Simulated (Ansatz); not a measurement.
```xyz
8

Si   -0.3094    0.1383    1.5483
Se    1.4575   -0.4677    0.2292
Ga    0.3829   -0.1684   -1.7928
Cl    1.6070   -0.6058   -3.4951
H    -1.4724    0.4989    0.6981
H     0.0840    1.3020    2.3792
H    -0.6672   -0.9985    2.4312
H    -1.0825    0.3012   -1.9982
```

The species carries charge 0 and has multiplicity 1.

(1) List the r2SCAN/def2-TZVPP orbital energies in eV (the Gaussian-basis code of Ansatz). (Best estimate.)

## Answers

(1) Ansatz gave: Occupied: -12334.35, -10123.34, -2753.14, -1791.87, -1575.01, -1412.24, -1412.22, -1412.20, -1245.50, -1101.93, -1101.85, -1101.83, -254.51, -211.12, -193.04, -192.93, -192.90, -154.52, -154.47, -154.36, -149.11, -142.29, -102.04, -101.82, -101.75, -97.19, -97.12, -97.12, -54.89, -54.88, -54.79, -54.75, -54.74, -22.01, -21.60, -21.53, -21.47, -21.46, -20.41, -18.18, -13.87, -11.85, -9.73, -9.45, -9.24, -8.63, -8.32, -8.16, -7.55, -6.77. Lowest empty: -2.11, -1.45, -0.77, 0.08, 0.31, 0.36, 1.53, 2.55.
